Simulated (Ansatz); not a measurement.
Which level was it?

The species is C3H9BO3 (16 atoms), meant as a singlet with charge 0. SMILES: `COB(OC)OC`. The coordinates come from a PBE0-D4/def2-TZVP relaxation.

```xyz
16

C     0.4957   -0.6467   -2.2626
O    -0.1758    0.1829   -1.3387
B     0.0001    0.0001    0.0000
O     0.8258   -0.9858    0.4503
C     1.0110   -1.1785    1.8364
O    -0.6501    0.8028    0.8884
C    -1.5067    1.8253    0.4262
H     1.5804   -0.5650   -2.1535
H     0.2149   -1.6951   -2.1313
H     0.2111   -0.3226   -3.2640
H     1.4326   -0.2869    2.3079
H     0.0667   -1.4164    2.3334
H     1.7024   -2.0119    1.9638
H    -0.9659    2.5462   -0.1926
H    -2.3307    1.4156   -0.1639
H    -1.9116    2.3361    1.3002
```

A calculation with Ansatz 0.2.0 gave:

```json
{
 "total energy": "-370.3806 Eh",
 "HOMO energy": "-7.52 eV",
 "LUMO energy": "2.39 eV",
 "HOMO–LUMO gap": "9.91 eV"
}
```

Q: Which of these levels gave the numbers?
A. B3LYP/6-31G* (Cartesian functions)
B. r2SCAN/6-31G* (spherical functions)
C. B3LYP/6-31G* (spherical functions)
D. wB97M-V/6-31G* (spherical functions)

A: C. The others give -370.2263 Eh (wB97M-V/6-31G* (spherical functions)), -370.1608 Eh (r2SCAN/6-31G* (spherical functions)), -370.3860 Eh (B3LYP/6-31G* (Cartesian functions)).
